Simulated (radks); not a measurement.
Values are calculated unless marked as measured or tabulated.
Sr+, configuration [Kr] 5s1 (the NIST ground configuration). Level of theory: scalar-relativistic Kohn-Sham, MS2 meta-GGA, spin-polarised, spherical densities, finite nucleus; open shells are filled with parallel spins first (spin-orbit coupling, left out, can overturn this in heavy ions); meta-GGA in the generalised Kohn-Sham scheme; Fermi nuclear charge, rms radius 4.224 fm (a radial shooting solver on a logarithmic mesh with Libxc functionals).

Unscreened Slater integrals over Kohn-Sham orbitals (eV). They are taken over the spin-up orbitals.

\begin{tabular}{lr}
integral & value \\ \hline
F0(5s,5s) & 6.1820 \\
F0(5s,4p) & 7.6936 \\
G1(5s,4p) & 0.53396 \\
F0(5s,4s) & 7.7870 \\
G0(5s,4s) & 0.31202 \\
F0(5s,3d) & 8.2013 \\
G2(5s,3d) & 0.15606 \\
F0(4p,4p) & 15.763 \\
F2(4p,4p) & 8.3026 \\
F0(4p,4s) & 16.766 \\
G1(4p,4s) & 11.308 \\
F0(4p,3d) & 20.478 \\
F2(4p,3d) & 4.3958 \\
G1(4p,3d) & 1.4125 \\
G3(4p,3d) & 1.3332 \\
F0(4s,4s) & 18.010 \\
F0(4s,3d) & 22.931 \\
G2(4s,3d) & 1.8540 \\
F0(3d,3d) & 49.902 \\
F2(3d,3d) & 24.251 \\
F4(3d,3d) & 15.335 \\
\end{tabular}
